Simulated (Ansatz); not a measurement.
The first iterations of a band of C2H4BFO (9 atoms, charge 0, multiplicity 1).

These are results of RKS B3LYP-D4/6-31G (Ansatz), not measurements.

```yaml
movable_images: 7
climbing_image: yes
spring: 50.0 eV/Å²
optimiser: quadratic models (default)
start_path: through a guess of the saddle point
force_threshold: 0.05 eV/Å
iteration_limit: 60
end_points: relaxed
```

First end point:

```xyz
9
Properties=species:S:1:pos:R:3
O -2.048 -0.488 0.662
C -0.798 -0.555 0.106
C 0.153 0.408 0.112
B 1.487 0.144 -0.561
F 2.466 1.115 -0.564
H -2.221 0.373 1.098
H -0.657 -1.523 -0.362
H -0.052 1.362 0.602
H 1.757 -0.882 -1.110
```

Last end point:

```xyz
9
Properties=species:S:1:pos:R:3
O -2.035 -0.511 0.647
C -0.779 -0.547 0.102
C 0.150 0.439 0.127
B 1.508 0.247 -0.527
F 1.795 -0.956 -1.155
H -2.231 0.341 1.089
H -0.607 -1.504 -0.374
H -0.086 1.381 0.623
H 2.375 1.065 -0.548
```

| iteration | highest image above the first end (eV) | largest band force component (eV/Å) |
| --- | --- | --- |
| 1 | 16.778 | 62.190 |
| 2 | 3.800 | 10.220 |
| 3 | 1.716 | 6.633 |

Does the band converge within its limit, and where does its top end?

It converged. It ended after 10 iterations with the highest image 0.533 eV above the first end. Another band between the same ends (7 images) ends at a top of the same energy, where a vibrational analysis finds 1 clearly imaginary mode. Limits of this set-up: no polarisation functions.

Time of the run: 2.1 min on 1 thread of Intel(R) Xeon(R) Platinum 8488C (Sapphire Rapids), with other jobs on the host, peak memory 0.14 GiB.
